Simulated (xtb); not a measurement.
A run for xtb: GFN1-xTB on CH4SSi (SMILES C[Si]S), a point of a torsion scan.

```
$ xtb mol.xyz --gfn 1 --sp --chrg 0 --uhf 0
7

C     -0.99242757    -0.06975196    -0.06931515
Si     0.13956128     1.47828588     0.02127102
S     -0.16930442     2.29071785    -1.99587161
H     -0.48571461    -0.88032663    -0.59408839
H     -1.94030035     0.11651831    -0.57570750
H     -1.22038609    -0.43486071     0.93044582
H     -0.98965278     1.37317632    -2.49261685
```

Task: Predict the final total energy.

Result: -9.7859 hartree.
